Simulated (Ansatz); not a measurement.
Reaction (ligand exchange at the Si–C bond): `[SiH3]C(Br)Br` + `N=C=O` → `O=C=N[SiH3]` + `BrCBr`

Program: Ansatz. Geometries: PBE0-D4/def2-TZVP. ΔE: electronic, gas phase. CBS: MP2 limit from def2 TZ/QZ plus the TZ coupled-cluster correction, frozen cores. This one scheme is used for every species. Functionals use def2-TZVPP. B3LYP here is the variant with VWN-RPA as its local correlation; programs differ in this. For Br outer-core shells are correlated without core-valence functions, which leaves a few kJ/mol of doubt a bond. Scalar relativity is left out up to krypton. One conformer a species, not always the lowest.

`[SiH3]C(Br)Br`:

Cartesian coordinates in Å:
```
Si -0.443 0.208 0.863
C 0.243 -0.235 -0.843
Br 1.527 -1.675 -0.663
Br 1.022 1.344 -1.650
H -1.457 1.279 0.694
H -1.070 -1.004 1.444
H 0.684 0.675 1.700
H -0.505 -0.590 -1.545
```

`N=C=O`:

```xyz
4

N     0.623   -0.284   -0.342
C    -0.216    0.391    0.205
O    -0.930    1.146    0.722
H     0.523   -1.253   -0.585
```

`O=C=N[SiH3]`:

```xyz
7

O    -1.633    2.440   -0.745
C    -1.005    1.501   -0.458
N    -0.363    0.543   -0.164
Si    0.556   -0.831    0.254
H     1.980   -0.570   -0.061
H     0.068   -1.991   -0.528
H     0.396   -1.092    1.703
```

`BrCBr`:

Z-matrix (Å, degrees):
```
C
Br 1 1.922
Br 1 1.922 2 113.8
H 1 1.084 2 107.8 3 -119.5
H 1 1.084 2 107.8 3 119.5
```

```
             level  ΔE (kJ/mol)  difference from CCSD(T)/CBS
            PBE-D4        -79.7                          7.0
         r2SCAN-D4        -88.9                         -2.2
           PBE0-D4        -87.4                         -0.7
          B3LYP-D4        -93.3                         -6.6
           ωB97M-V        -89.4                         -2.7
               PBE        -84.5                          2.2
            r2SCAN        -89.9                         -3.2
             B3LYP       -101.5                        -14.8
     HF/def2-TZVPP       -121.6                        -34.9
    MP2/def2-TZVPP        -90.0                         -3.3
SCS-MP2/def2-TZVPP        -95.0                         -8.3
   CCSD/def2-TZVPP        -94.2                         -7.5
CCSD(T)/def2-TZVPP        -88.7                         -2.0
     HF/def2-QZVPP       -122.5                        -35.8
      HF/CBS(def2)       -122.6                        -35.9
     MP2/CBS(def2)        -88.0                         -1.3
       CCSD(T)/CBS        -86.7                            0
```

Largest T1 diagnostic among the species: 0.018.

From PBE to PBE0 (25 % exact exchange), in def2-TZVPP and without D4, ΔE moves by −7.2 kJ/mol. The D4 term adds +8.2 kJ/mol with B3LYP and +4.3 kJ/mol with PBE0; it sums over pairs of atoms, weighted by their polarisabilities, and B3LYP, whose exchange is more repulsive, gets the larger term. In def2-TZVPP, CCSD(T) changes the Hartree–Fock value by +32.9 kJ/mol (the triples alone add +5.5 kJ/mol) and MP2 by +31.5 kJ/mol.
